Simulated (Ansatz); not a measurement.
Program: Ansatz. Geometries: PBE0-D4/def2-TZVP. ΔE: electronic, gas phase. CCSD(T)/CBS is the MP2 limit (def2-TZVPP, def2-QZVPP) plus CCSD(T) − MP2 in def2-TZVPP, frozen cores. This one scheme is used for every species. Functionals use def2-TZVPP. No spin–orbit coupling; open shells (•) take unrestricted orbitals. Elements past krypton have def2 core potentials. For In outer-core shells are correlated without core-valence functions, which leaves a few kJ/mol of doubt a bond.

`[CH3][InH][Cl]` + `[SiH3]`• → `[CH3][In][Cl]`• + SiH₄  (hydrogen abstraction from the In–H bond)

CCSD(T)/CBS gives -24.2 kcal/mol.

Question: Another level gave -24.1 kcal/mol. Which?
A. PBE/def2-TZVPP
B. MP2/def2-TZVPP
C. SCS-MP2/def2-TZVPP
D. BLYP-D4/def2-TZVPP

Answer: C. SCS-MP2/def2-TZVPP -24.1, PBE -25.1, MP2/def2-TZVPP -23.1, BLYP-D4 -28.6 kcal/mol.

Largest T1 diagnostic among the species: 0.016.

From BLYP to BHLYP (50 % exact exchange), in def2-TZVPP and without D4, ΔE moves by +2.3 kcal/mol. Leaving LDA and LC-ωPBE aside and taking each functional with its dispersion term where it has one, the values, not all of them listed here, spread over 5.6 kcal/mol, from BLYP-D4 to B97M-V. LDA lies +1.2 kcal/mol from PBE without D4.
